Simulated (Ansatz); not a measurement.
Isolated molecules relaxed with PBE0-D4/def2-TZVP in Ansatz; ΔE leaves out vibrations. CBS: MP2 limit from def2 TZ/QZ plus the TZ coupled-cluster correction, frozen cores. This one scheme is used for every species. DFT in def2-TZVPP. B3LYP here is the variant with VWN-RPA as its local correlation; programs differ in this. Each species was taken in one conformer, which may not be the lowest.

Consider the ligand exchange at the Si–S bond: `OC(S)S[SiH3]` + `OB(S)S` → `[SiH3]OB(S)S` + `OC(S)S`.

Task: Is it downhill or uphill in electronic energy at CCSD(T)/CBS, and by how much? (Estimate.)

Result: Ansatz gave: Downhill: ΔE = -7.2 kcal/mol.

Task: What do these levels give: PBE-D4, PBE0-D4, B3LYP-D4, ωB97X-V, ωB97M-V, PBE, MP2/def2-TZVPP, SCS-MP2/def2-TZVPP, MP2/def2-QZVPP, SCS-MP2/def2-QZVPP, HF/CBS(def2), CCSD/CBS(def2)? (An estimate is asked.)

Result: Computed: PBE-D4 -3.8, PBE0-D4 -4.8, B3LYP-D4 -8.0, ωB97X-V -7.0, ωB97M-V -6.9, PBE -3.9, MP2/def2-TZVPP -7.0, SCS-MP2/def2-TZVPP -8.3, MP2/def2-QZVPP -7.0, SCS-MP2/def2-QZVPP -8.3, HF/CBS(def2) -12.0, CCSD/CBS(def2) -8.0 kcal/mol.

Largest T1 diagnostic among the species: 0.013.

In def2-TZVPP, CCSD(T) changes the Hartree–Fock value by +3.9 kcal/mol (the triples alone add +0.8 kcal/mol) and MP2 by +4.4 kcal/mol. From PBE to PBE0 (25 % exact exchange), in def2-TZVPP and without D4, ΔE moves by −0.9 kcal/mol.
